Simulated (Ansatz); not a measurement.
`[F][Ge]([F])([SH])[Cl]` + H₂S → `[F][Ge]([F])([SH])[SH]` + HCl  (ligand exchange at a Ge–Cl bond)

Program: Ansatz. Geometries: PBE0-D4/def2-TZVP. ΔE: electronic, gas phase. CCSD(T)/CBS adds triple-zeta CCSD(T) − MP2 to the extrapolated MP2 energy (def2 sets, frozen cores). This one scheme is used for every species. Functionals use def2-TZVPP. For Ge outer-core shells are correlated without core-valence functions, which leaves a few kJ/mol of doubt a bond. Scalar relativity is left out up to krypton. Each species was taken in one conformer, which may not be the lowest.

```csv
species,r2SCAN energy (Eh)
`[F][Ge]([F])([SH])[Cl]`,-3135.81395
H₂S,-399.37417
`[F][Ge]([F])([SH])[SH]`,-3074.39539
HCl,-460.78587
```

Question: Work out ΔE.

Answer: ΔE = (-3074.39539) + (-460.78587) − (-3135.81395) − (-399.37417) = 0.00686 Eh = +18.0 kJ/mol. CCSD(T)/CBS gives +16.0 kJ/mol.

Question: What do rigid-rotor, harmonic-oscillator terms from PBE0-D4/def2-TZVP frequencies (298.15 K, 1 bar) make of the CCSD(T)/CBS value? (An estimate is asked.)

Answer: Computed: ΔZPE = -0.5 kJ/mol, ΔH = +16.0 kJ/mol, ΔS = -9 J/(mol·K), ΔG = +18.7 kJ/mol.

Largest T1 diagnostic among the species: 0.012.

In def2-TZVPP, CCSD(T) changes the Hartree–Fock value by −11.4 kJ/mol (the triples alone add −1.6 kJ/mol) and MP2 by −12.1 kJ/mol. From BLYP to BHLYP (50 % exact exchange), in def2-TZVPP and without D4, ΔE moves by +4.2 kJ/mol.
